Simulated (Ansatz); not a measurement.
A search over several starts for the lowest SCF solution of CH3CdI⁺, that is CdMeI with one electron fewer at the given spin, in a small basis.

```yaml
crystal:
  periodic: [false, false, false]
  atoms:
    - {symbol: Cd, position_ang: [-0.004307, 0.001731, -1.152260]}
    - {symbol: C, position_ang: [0.003055, -0.000534, 0.954747]}
    - {symbol: H, position_ang: [-0.446910, 0.921485, 1.322426]}
    - {symbol: H, position_ang: [1.029207, -0.071338, 1.315269]}
    - {symbol: H, position_ang: [-0.568567, -0.853676, 1.319739]}
    - {symbol: I, position_ang: [-0.012468, 0.002332, -3.759921]}
basis:
  gaussian: {orbitals: def2-SVP}
total_charge: 1
magnetization: {spin_polarized: true, initial_magnetization: 1}
hamiltonian: {xc: pbe0, dispersion: d4}
output: {orbitals: {seedname: orbitals}}
```

```sh
$ ansatz run in.yaml --threads 4 --pin off --events-out ev --progress --plain --max-ram 3916MiB
```

Shortened log:

```
Functional definition: PBE0
966 factors; integrals over basis functions are off by at most 1.2e-3 eV
mean field evaluation 1: about -13729.1607 eV, gradient 4.6e1 eV
mean field evaluation 2: about -13687.0517 eV, gradient 8.0e1 eV
mean field evaluation 4: about -13740.5373 eV, gradient 5.2e0 eV
mean field evaluation 8: about -13740.8403 eV, gradient 7.1e-1 eV
mean field evaluation 16: about -13740.8439 eV, gradient 2.0e-3 eV
mean field evaluation 32: about -13740.8572 eV, gradient 1.7e-1 eV
mean field evaluation 64: about -13740.8574 eV, gradient 5.2e-3 eV
mean field evaluation 96: about -13740.8574 eV, gradient 2.0e-3 eV
mean field evaluation 128: about -13740.8572 eV, gradient 9.4e-5 eV
mean field evaluation 160: about -13740.6262 eV, gradient 3.5e0 eV
mean field evaluation 192: about -13740.8573 eV, gradient 1.1e-1 eV
mean field evaluation 224: about -13740.8572 eV, gradient 1.1e-3 eV
mean field evaluation 256: about -13740.8574 eV, gradient 1.4e-2 eV
mean field -13740.85741421 eV, -504.9671960846 hartree, gradient 3.2e-6 eV, S^2 0.754214; 5 other end points of the search recorded, 0 dependent functions left out
reference -13740.85744254 eV, -504.9671971257 hartree; 27, 26 occupied and 59, 60 virtual orbitals, 966 factors
Total energy: -13740.94269153 eV, -504.9703299681 hartree
```

Run time 4.2 min (4 threads of Intel Xeon on a shared host).

In the def2 sets Cd, I take a core potential; there is no spin–orbit coupling.
